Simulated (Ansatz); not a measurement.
Born–Oppenheimer molecular dynamics of CH4BClO (8 atoms, charge 0, multiplicity 1). It starts from a relaxed structure.

Computed with RKS PBE/6-31G (Ansatz 0.2.0).

```json
{
 "ensemble": "NVE (velocity Verlet)",
 "time step": "0.5 fs",
 "steps asked": "250",
 "starting velocities drawn for": "500 K",
 "seed": "863398"
}
```

First frame:

```xyz
8
Properties=species:S:1:pos:R:3
B 0.020 -0.100 0.001
C -0.006 -0.042 1.567
H -0.979 -0.327 2.006
H 0.772 -0.700 1.994
H 0.236 0.981 1.912
Cl 1.590 0.199 -0.884
O -1.054 -0.348 -0.828
H -1.919 -0.511 -0.388
```

What does the run give?

All steps were run.

```json
{
  "steps done": "250",
  "time covered": "125 fs",
  "mean temperature over the second half": "242 K",
  "spread of the potential energy over the second half": "6.2 meV per atom",
  "mean potential energy of the second half above the start": "25.2 meV per atom"
}
```

The conserved energy stayed within 0.37 meV per atom of its start (net change 0.089 meV per atom), so the integration is sound. Over the second half the temperature averaged 0.48 of the 500 K drawn at the start: a run that starts near a minimum puts about half its kinetic energy into the potential. A run of 0.12 ps of so small a system gives no equilibrium averages. Limits of this set-up: no polarisation functions.

What happens to the structure?

The same pairs are bonded in the first frame and the last. Pairs count as bonded within 1.25 times the sum of covalent radii (0.12 Å more for H–H). Another seed would give other details.

How do temperature and energy run in time?


| time (fs) | T (K) | potential energy less start (eV) | conserved less start (meV/atom) |
| --- | --- | --- | --- |
| 0 | 500 | 0.000 | 0.00 |
| 6 | 222 | 0.217 | 0.17 |
| 12 | 255 | 0.191 | 0.07 |
| 18 | 266 | 0.183 | 0.23 |
| 24 | 246 | 0.199 | 0.22 |
| 30 | 128 | 0.291 | 0.31 |
| 36 | 235 | 0.209 | 0.35 |
| 42 | 212 | 0.226 | 0.28 |
| 48 | 160 | 0.265 | 0.25 |
| 54 | 232 | 0.210 | 0.26 |
| 60 | 373 | 0.099 | 0.09 |
| 66 | 171 | 0.257 | 0.16 |
| 72 | 263 | 0.185 | 0.14 |
| 78 | 348 | 0.119 | 0.11 |
| 84 | 235 | 0.207 | 0.20 |
| 90 | 226 | 0.214 | 0.18 |
| 96 | 262 | 0.186 | 0.17 |
| 102 | 259 | 0.188 | 0.19 |
| 108 | 158 | 0.267 | 0.19 |
| 114 | 362 | 0.108 | 0.11 |
| 120 | 296 | 0.160 | 0.18 |

Time of the run: 12 min on 1 thread of Arm Neoverse N1, on a shared host, peak memory 0.09 GiB.
